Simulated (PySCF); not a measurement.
Species: C₅H₉F₃N (doublet state).
Structure used (GFN2-xTB), in Å, numbered top down from 1:
```xyz
18
C5H9F3N angstrom
C     -2.7907   -0.6958   -1.0856
C     -1.8017    0.2370   -0.4024
N     -0.4784   -0.3510   -0.4214
C      0.5470    0.4382    0.2037
C      1.8301   -0.2795    0.3611
F      1.7751   -1.5892    0.7149
C      3.0923    0.3983    0.7150
F      3.4690    1.2754   -0.2526
F      2.9754    1.1788    1.8477
H     -2.8665   -1.6353   -0.5420
H     -2.4597   -0.9083   -2.0983
H     -3.7754   -0.2380   -1.1236
H     -2.1457    0.4551    0.6241
H     -1.7474    1.1863   -0.9446
H     -0.4963   -1.2939   -0.0469
H      0.7265    1.3379   -0.3988
H      0.2218    0.7993    1.2095
H      3.9157   -0.3089    0.8886
```

The hyperfine couplings belong to this conformer and change with its torsions.

Identity: `CCNC[C](F)C(F)F` [radical].

The calculation used PySCF 2.14.0, UKS B3LYP, pcH-1 on C F H N, non-relativistic, mean-field spin-orbit, GIAO. Geometry: GFN2-xTB, one conformer, isolated molecule. Couplings are sensitive to structure, and on GFN2-xTB geometries they can be far from those on DFT ones.

**Question.** What are Nα, Nβ and the exact ⟨S²⟩?

**Answer.** 73 electrons with 2S = 1: 37 α and 36 β; S(S+1) = 0.75.

Mulliken spin populations, one withheld:

```json
{"atom": "C1", "bound to": "C2, H10, H11, H12", "population": "-0.0003"}
{"atom": "C2", "bound to": "C1, N3, H13, H14", "population": "+0.0002"}
{"atom": "N3", "bound to": "C2, C4, H15", "population": "+0.0055"}
{"atom": "C4", "bound to": "N3, C5, H16, H17", "population": "-0.0622"}
{"atom": "C5", "bound to": "C4, F6, C7", "population": "+0.8760"}
{"atom": "F6", "bound to": "C5", "population": "?"}
{"atom": "C7", "bound to": "C5, F8, F9, H18", "population": "-0.0152"}
{"atom": "F8", "bound to": "C7", "population": "+0.0142"}
{"atom": "F9", "bound to": "C7", "population": "+0.0335"}
{"atom": "H10", "bound to": "C1", "population": "0.0000"}
{"atom": "H11", "bound to": "C1", "population": "+0.0001"}
{"atom": "H12", "bound to": "C1", "population": "+0.0002"}
{"atom": "H13", "bound to": "C2", "population": "0.0000"}
{"atom": "H14", "bound to": "C2", "population": "-0.0001"}
{"atom": "H15", "bound to": "N3", "population": "-0.0010"}
{"atom": "H16", "bound to": "C4", "population": "+0.0116"}
{"atom": "H17", "bound to": "C4", "population": "+0.0709"}
{"atom": "H18", "bound to": "C7", "population": "-0.0006"}
```

**Question.** Fill in the missing population.

**Answer.** The populations add up to Nα − Nβ = 1, and the others sum to 0.9328, so F6 holds +0.067.

**Question.** How is the spin shared among the elements?

**Answer.** Carbon +0.80, fluorine +0.11, hydrogen +0.08, nitrogen +0.01. The positive populations sum to 1.08, the negative ones to -0.08.

**Question.** With ⟨S²⟩ = 0.7535, find the sum of squared α–β overlaps and estimate the admixture of higher spin.

**Answer.** Σ|⟨iα|jβ⟩|² over occupied orbitals = Nβ − [⟨S²⟩ − S(S+1)] = 36 − 0.0035 = 35.9965. If the quartet state (S + 1) were the only admixture, its weight would be 0.0035/(2S + 2) = 0.12 %. For Kohn–Sham this describes the determinant of the orbitals, not the true wave function.

**Question.** What Fermi-contact NMR shifts do the couplings of C2, N3, C4, C7, H10/H11/H12, H15, H18 imply at 250 K (Curie law, g = gₑ)?

**Answer.** δ = a_FC·h·gₑ μB S(S+1)/(3 g_N μN kT), with k/h = 20836.6 MHz/K:

```json
{"nuclei": "C2", "isotope": "13C", "a_FC (MHz)": "-1.44", "g_N": "1.4048", "contact shift (ppm)": "-181"}
{"nuclei": "N3", "isotope": "14N", "a_FC (MHz)": "2.03", "g_N": "0.4038", "contact shift (ppm)": "+889"}
{"nuclei": "C4", "isotope": "13C", "a_FC (MHz)": "-25.78", "g_N": "1.4048", "contact shift (ppm)": "-3238"}
{"nuclei": "C7", "isotope": "13C", "a_FC (MHz)": "-18.23", "g_N": "1.4048", "contact shift (ppm)": "-2289"}
{"nuclei": "H10/H11/H12", "isotope": "1H", "a_FC (MHz)": "0.31", "g_N": "5.5857", "contact shift (ppm)": "+10"}
{"nuclei": "H15", "isotope": "1H", "a_FC (MHz)": "-1.46", "g_N": "5.5857", "contact shift (ppm)": "-46"}
{"nuclei": "H18", "isotope": "1H", "a_FC (MHz)": "0.61", "g_N": "5.5857", "contact shift (ppm)": "+19"}
```

All at the stated temperature. Entries for several nuclei are means.

Means are taken over nuclei equivalent by connectivity, which assumes that they swap fast.
